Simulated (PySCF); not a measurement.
# What a mistake does to a calculation on BCClGeH5

Calculated results; nothing here was measured. The program is PySCF 2.14.0, an open-source quantum chemistry code, run on an isolated molecule that a program drew, which may never have been made. The molecule is BCClGeH5 (charge 0, doublet), drawn as the SMILES string `[BH2][Ge]([CH3])[Cl]`.

Each row is a Hartree-Fock (HF) and frozen-core CCSD(T) single point in the cc-pV(D+d)Z basis, meant for a local HF minimum. Run 1 is clean. Each other run has one planted mistake out of seven kinds, and not every kind appears here: one electron removed, one electron added, multiplicity raised by two, geometry at a saddle point, minimal basis STO-3G, one bond length entered in bohr, all coordinates scaled. The reference is restricted for singlets and unrestricted otherwise, and also for a bond in bohr. Adding or removing an electron swaps singlet and doublet. Electrons count all cores. HOMO and LUMO are orbital energies over both spins, the gradient is its largest component, and the lowest frequency (negative if imaginary) is given only where the gradient is small. Bond lengths are over the 8 bonds as drawn. T1 is the CCSD diagnostic: over 0.02 (restricted) or 0.045 (unrestricted) a single reference is doubtful. Germanium has the cc-pVDZ-PP basis, with a core potential (ECP10MDF) in place of its 10 inner electrons, and its 3s, 3p and 3d shells are frozen in CCSD(T).

Geometry of the clean run:
```xyz
9
BCClGeH5, angstrom
B     1.3176    0.7783    1.1998
Ge   -0.2762   -0.3523    0.9404
C    -1.6780   -0.4170   -0.4081
Cl   -0.7467   -1.9088    2.3860
H     1.5278    1.6202    0.3761
H     2.0190    0.5967    2.1472
H    -1.6922   -1.4015   -0.8768
H    -2.6466   -0.2374    0.0598
H    -1.4909    0.3456   -1.1652
```

| run | electrons | basis functions | <S^2> | HOMO (eV) | LUMO (eV) | gradient (hartree/bohr) | lowest frequency (cm^-1) | mean bond (Å) | longest bond (Å) | T1 | HF (hartree) | CCSD(T) (hartree) | mistake |
|---|---|---|---|---|---|---|---|---|---|---|---|---|---|
| 1 | 65 | 99 | 0.759 | -7.96 | 0.50 | 1.6e-05 | 35 | 1.4693 | 2.176 | 0.0144 | -818.35233 | -818.86724 | no fault |
| 2 | 65 | 99 | 1.734 | -7.73 | -0.79 | 1.3e-02 | - | 1.7112 | 4.112 | 0.0248 | -818.23639 | -818.72709 | one bond length entered in bohr |
| 3 | 66 | 99 | 0.000 | -0.99 | 8.25 | 4.3e-02 | - | 1.4693 | 2.176 | 0.0142 | -818.36047 | -818.91317 | one electron added |
| 4 | 65 | 99 | 0.761 | -7.98 | 0.37 | 3.3e-02 | - | 1.5486 | 2.293 | 0.0173 | -818.33237 | -818.85453 | ? |
| 5 | 65 | 99 | 3.768 | -5.43 | -2.83 | 9.5e-02 | - | 1.4693 | 2.176 | 0.0217 | -818.14858 | -818.65998 | ? |

**Which mistake was planted in run 4, and what did it cost?**

The mean and the longest bond both change by the same factor, 1.054, and the gradient is no longer small. So the mistake is: all coordinates scaled. Subtracting run 1 and multiplying by 627.51 kcal/mol a hartree, the energy moved by 12.5 kcal/mol in HF and 8.0 kcal/mol in CCSD(T).

**Which mistake was planted in run 5, and what did it cost?**

Electrons, basis and geometry are unchanged, and <S^2> is 3.768, beside S(S+1) = 3.75 for a multiplicity of 4. So the mistake is: multiplicity raised by two. Subtracting run 1 and multiplying by 627.51 kcal/mol a hartree, the energy moved by 127.9 kcal/mol in HF and 130.1 kcal/mol in CCSD(T).

